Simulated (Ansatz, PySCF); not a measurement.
This PySCF input computes a BLYP/def2-TZVPD energy:

```python
from pyscf import gto, scf, dft

mol = gto.M(
    atom='''
    I    -0.00000000   -0.00000000   -0.99424154
    Br    0.00000000    0.00000000    1.50556576
    ''',
    basis='def2-tzvpd',
    ecp='def2-tzvp',
    charge=0,
    spin=0,
    verbose=4,
)

mf = dft.RKS(mol, xc='blyp').density_fit(auxbasis='def2-universal-jkfit')
mf.grids.level = 3
mf.conv_tol = 1e-9
mf.max_cycle = 100
mf.max_memory = 1500
mf.kernel()
if not mf.converged:
    mf = mf.newton()
    mf.kernel(mf.make_rdm1())
mf.analyze()
```

Problem. Write an input for the same energy in Ansatz (a first-principles code) and say what it gives.

Solution. 
Ansatz 0.2 input:
```yaml
crystal:
  periodic: [false, false, false]
  atoms:
    - {symbol: I, position_ang: [-0.00000000, -0.00000000, -0.99424154]}
    - {symbol: Br, position_ang: [0.00000000, 0.00000000, 1.50556576]}
basis:
  gaussian:
    orbitals: def2-TZVPD
hamiltonian:
  xc: {name: BLYP}
output: {forces: true}
```
It gives -2871.84709 Eh, and PySCF -2871.84714 Eh, a difference of 0.05 mEh, from the treatment of integrals and grids.
